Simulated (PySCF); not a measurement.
This PySCF input asks for the NMR shieldings of `InChI=1S/C4H12B2S2/c1-4-6(8-3)5-7-2/h5H,4H2,1-3H3`; the geometry comes from GFN2-xTB.

```python
import basis_set_exchange as bse
import numpy as np
from pyscf import gto, dft
from pyscf.prop import nmr

atoms = """
C    -2.244593   -2.278037   -0.162226
C    -1.239047   -1.569579   -1.080630
B    -0.714392   -0.187670   -0.462248
B     0.846001    0.025029    0.025482
S     2.078699    0.734230   -1.024738
C     3.601927    0.684553   -0.008337
S    -1.961415    1.067433   -0.267916
C    -1.038207    2.489804    0.419876
H    -3.110789   -1.644208    0.012134
H    -1.787837   -2.506361    0.798675
H    -2.581850   -3.210436   -0.610454
H    -1.735813   -1.381405   -2.036183
H    -0.417430   -2.260058   -1.288069
H     1.225659   -0.289182    1.094264
H     3.844186   -0.346905    0.225604
H     4.395649    1.128767   -0.599717
H     3.449294    1.255838    0.901483
H    -0.578784    2.204141    1.360867
H    -1.754131    3.289055    0.581600
H    -0.282273    2.805667   -0.292198
"""
names = dict.fromkeys(["C", "B", "S", "H"], "pcSseg-1")
basis = {el: gto.basis.parse(bse.get_basis(n, elements=[el], fmt="nwchem")) for el, n in names.items()}
mol = gto.M(atom=atoms, basis=basis, charge=0, verbose=0)
mf = dft.RKS(mol, xc="PBE0")
mf.grids.level = 2
mf.grids.alignment = dft.numint.BLKSIZE   # the property module wants whole blocks of grid points
mf.conv_tol = 1e-9
mf.kernel()

calc = nmr.RKS(mf)   # GIAO
C = mf.mo_coeff
Co = C[:, mf.mo_occ > 0]
resp = mf.gen_response(singlet=True, hermi=2)
def vind(x):   # induced exchange potential for any number of trial vectors
    d = np.einsum("pi,xij,qj->xpq", C, 2 * x.reshape(-1, C.shape[1], Co.shape[1]), Co, optimize=True)
    return np.einsum("xpq,pi,qj->xij", resp(d - d.transpose(0, 2, 1)), C, Co, optimize=True).ravel()
mo1, _ = nmr.rhf.solve_mo1(calc, with_cphf=vind)
sigma = calc.kernel(mo1)
for i, s in enumerate(sigma):   # ppm
    print("%2d %-2s %9.2f" % (i, mol.atom_pure_symbol(i), np.trace(s) / 3))
```

Question: What are the results?

Answer: 
```
 0 C     172.08
 1 C     166.46
 2 B      15.11
 3 B      20.36
 4 S     407.65
 5 C     161.82
 6 S     414.01
 7 C     166.48
 8 H      30.61
 9 H      30.76
10 H      30.44
11 H      30.45
12 H      30.01
13 H      23.08
14 H      29.09
15 H      29.58
16 H      29.13
17 H      29.73
18 H      29.64
19 H      29.09
```

These numbers come from an equivalent density-fitted implementation of the same equations, which agrees with the script to about 0.01 ppm for H and up to a few tenths of a ppm for heavy atoms, so last digits may differ.

Size and cost of the density-fitted run: 210 basis functions, 74 s wall time on 1 thread of an Arm Neoverse N1, shared host; peak memory 1 GiB.
